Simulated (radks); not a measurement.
The numbers below are computed, except where a source is named.
B II, 4 electrons, occupied as [He] 2s2. Level of theory: non-relativistic Kohn-Sham, PBE, spin-polarised, spherical densities, point nucleus; hard spherical wall at 7 bohr (a radial shooting solver on a logarithmic mesh with Libxc functionals).

Local quantities along the radius. ELF = 1/(1 + alpha^2) is the electron localisation function; alpha = (tau - tau_W)/tau_unif compares the Pauli kinetic energy density with that of the uniform gas (summed over spins); s = |grad rho|/(2 (3 pi^2)^(1/3) rho^(4/3)) is the reduced gradient; r v_xc is r times the local exchange-correlation potential of spin up (hartree bohr).

r (bohr)	ELF	alpha	s	r v_xc
0.01376	1.000	2.057e-06	0.4062	-0.08443
0.0168	1.000	3.180e-06	0.4102	-0.09617
0.02069	1.000	5.045e-06	0.4153	-0.1108
0.02547	1.000	8.090e-06	0.4216	-0.1283
0.03136	1.000	0.00001314	0.4296	-0.1490
0.03862	1.000	0.00002170	0.4395	-0.1735
0.04717	1.000	0.00003579	0.4514	-0.2007
0.05807	1.000	0.00006168	0.4670	-0.2331
0.0715	1.000	0.0001095	0.4868	-0.2696
0.08803	1.000	0.0002015	0.5123	-0.3097
0.1075	1.000	0.0003780	0.5438	-0.3508
0.1324	1.000	0.0007669	0.5866	-0.3944
0.163	1.000	0.001664	0.6439	-0.4362
0.2007	1.000	0.003923	0.7220	-0.4724
0.2471	1.000	0.01024	0.8312	-0.4976
0.3018	0.999	0.02901	0.9803	-0.5057
0.3715	0.990	0.09934	1.203	-0.4927
0.4574	0.862	0.3997	1.511	-0.4621
0.5632	0.248	1.740	1.812	-0.4389
0.6879	0.036	5.155	1.619	-0.4306
0.847	0.042	4.780	0.6793	-0.2998
1.043	0.404	1.215	0.3092	-0.4908
1.284	0.964	0.1939	0.4752	-0.5942
1.581	0.999	0.02786	0.7653	-0.6450
1.931	1.000	0.003964	1.131	-0.6255
2.377	1.000	0.0004443	1.699	-0.5425
2.927	1.000	0.00003803	2.674	-0.4600
3.604	1.000	2.208e-06	4.623	-0.4071
4.401	1.000	9.039e-08	8.927	-0.3122
5.419	1.000	1.888e-09	22.14	-0.1782

On this mesh the ELF has minima near r = 0.76 bohr, which separate the shells.
